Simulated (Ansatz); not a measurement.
Total energies of C$_{8}$H$_{16}$N$_{2}$OZr (`C[O][Zr]1234([NH2])([N](C)C)[C@H]5[C@@H]1[C@@H]2[C@@H]3[C@H]54`).

Cartesian coordinates in Å:
```
C -0.416 -0.169 3.352
O 0.066 -0.077 2.058
Zr 0.277 -0.393 0.161
N 1.885 -1.630 -0.205
N 0.954 1.430 -0.495
C 1.513 1.595 -1.812
C 0.728 2.692 0.160
C -2.190 -0.445 -0.341
C -1.535 -0.361 -1.591
C -0.847 -1.573 -1.800
C -1.088 -2.410 -0.686
C -1.925 -1.718 0.208
H -0.368 0.807 3.850
H 0.176 -0.878 3.942
H -1.462 -0.503 3.367
H 1.922 -2.557 -0.600
H 2.813 -1.381 0.115
H 2.470 2.137 -1.776
H 0.846 2.163 -2.481
H 1.708 0.624 -2.276
H 0.324 2.539 1.164
H 1.663 3.264 0.260
H 0.021 3.329 -0.397
H -2.790 0.331 0.113
H -1.546 0.489 -2.258
H -0.234 -1.817 -2.655
H -0.691 -3.404 -0.542
H -2.274 -2.081 1.164
```

Charge 0, multiplicity 1. Correlated methods include outer-core shells of Zr, which these sets cover unevenly. Zr: def2 effective core potential. Geometry: relaxed with PBE0-D4/def2-TZVP. It is one conformer, not always the lowest. Basis def2-TZVPP, Ansatz 0.2.0.

RPA on PBE orbitals: Hartree–Fock energy of these orbitals -542.73920 Eh, correlation -3.76470 Eh (frozen core).

| functional | energy without D4 (Eh) | D4 term (kJ/mol) |
| --- | --- | --- |
| LDA (SPW92) | -542.15394 | – |
| PBE | -545.98492 | -75.6 |
| revPBE | -546.48911 | -210.6 |
| B97M-V | -546.60473 | – |
| PBE0 | -546.00768 | -65.9 |
| B3LYP | -546.63477 | -118.3 |
| r2SCANh | -546.31328 | -23.8 |
| r2SCAN0 | -546.25569 | -26.0 |
| HSE06 (plane-wave form) | -545.97854 | -61.9 |
| BHLYP | -546.20591 | -92.3 |
| CAM-B3LYP | -546.31160 | -67.6 |
| LC-ωPBE | -546.30159 | – |
| ωB97X-V | -546.43799 | – |
| ωB97M-V | -546.31468 | – |

Give the same for BLYP, r2SCAN, B2PLYP, PBE-QIDH. (Estimate.)

Ansatz gave: 
```
functional  energy without D4 (Eh)  D4 term (kJ/mol)
      BLYP              -546.35985            -157.0
    r2SCAN              -546.35376             -22.5
    B2PLYP              -546.10540                 –
  PBE-QIDH              -545.89070                 –
```

B3LYP takes the VWN-RPA correlation (the form of Gaussian; ORCA's B3LYP/G). HSE06 is the plane-wave form, built on full-range PBE exchange. The double hybrids freeze the cores in their second-order part.

LC-ωPBE has ω = 0.4 bohr⁻¹.
